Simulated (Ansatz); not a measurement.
C$_{2}$H$_{4}$, charge +1, doublet, geometry from GFN2-xTB (a state made from the parent by changing its charge; the spin is typed, not shown lowest); CCSD(T)/STO-3G (Ansatz, a first-principles code).

Input for Ansatz:
Ansatz 0.2 input:
```yaml
crystal:
  periodic: [false, false, false]
  atoms:
    - {symbol: C, position_ang: [-0.01363228, -0.00641662, 0.65335312]}
    - {symbol: C, position_ang: [0.01363228, 0.00641662, -0.65335312]}
    - {symbol: H, position_ang: [0.20968731, 0.85394969, 1.29649447]}
    - {symbol: H, position_ang: [-0.26322925, -0.87915153, 1.26960612]}
    - {symbol: H, position_ang: [-0.20979374, 0.87921939, -1.27947513]}
    - {symbol: H, position_ang: [0.26333568, -0.85401755, -1.28662546]}
basis:
  gaussian:
    orbitals: STO-3G
total_charge: 1
magnetization: {spin_polarized: true, initial_magnetization: 1}
correlation: {method: ccsd_t, electrons: outside_noble_gas}
accuracy: high
```

Output, abridged:

```
Functional definition: HF
231 factors; integrals over basis functions are off by at most 1.5e-8 eV
mean field evaluation 1: about -2088.5920 eV, gradient 6.8e0 eV
mean field evaluation 2: about -2088.6246 eV, gradient 6.7e0 eV
mean field evaluation 4: about -2089.1577 eV, gradient 7.1e-1 eV
mean field evaluation 8: about -2089.1807 eV, gradient 4.7e-3 eV
mean field evaluation 16: about -2089.1468 eV, gradient 3.4e-1 eV
mean field -2089.18070999 eV, -76.7759749947 hartree, gradient 3.5e-8 eV, S^2 0.760091; 0 other end points of the search recorded, 0 dependent functions left out
2 core orbitals not correlated
reference -2089.18070999 eV, -76.7759749947 hartree; 6, 5 occupied and 6, 7 virtual orbitals, 231 factors
second order -2.35587793 eV of doubles, -0.00000000 eV of singles
cycle   1  -2.90463946 eV  change   -5.5e-1 eV  update   5.7e-2
cycle   2  -3.17670197 eV  change   -2.7e-1 eV  update   2.5e-2
cycle   3  -3.19997406 eV  change   -2.3e-2 eV  update   1.1e-2
cycle   4  -3.20277390 eV  change   -2.8e-3 eV  update   6.8e-3
cycle   5  -3.20378688 eV  change   -1.0e-3 eV  update   3.2e-3
cycle   6  -3.20353438 eV  change    2.5e-4 eV  update   1.1e-3
cycle   7  -3.20376765 eV  change   -2.3e-4 eV  update   3.1e-4
cycle   8  -3.20388254 eV  change   -1.1e-4 eV  update   1.2e-4
cycle   9  -3.20383641 eV  change    4.6e-5 eV  update   3.2e-5
cycle  10  -3.20384766 eV  change   -1.1e-5 eV  update   7.9e-6
cycle  11  -3.20385009 eV  change   -2.4e-6 eV  update   2.6e-6
cycle  12  -3.20384937 eV  change    7.2e-7 eV  update   6.5e-7
cycle  13  -3.20384912 eV  change    2.5e-7 eV  update   1.9e-7
cycle  14  -3.20384928 eV  change   -1.7e-7 eV  update   5.9e-8
cycle  15  -3.20384929 eV  change   -3.6e-9 eV  update   1.7e-8
cycle  16  -3.20384925 eV  change    4.3e-8 eV  update   4.6e-8
cycle  17  -3.20384924 eV  change    9.8e-9 eV  update   1.7e-8
cycle  18  -3.20384923 eV  change    3.1e-9 eV  update   4.1e-9
cycle  19  -3.20384923 eV  change    1.3e-9 eV  update   1.4e-9
cycle  20  -3.20384923 eV  change   4.3e-10 eV  update  4.9e-10
perturbative correction -0.03188638 eV, -0.0011718029 hartree
Total energy: -2092.41644560 eV, -76.8948860852 hartree
```
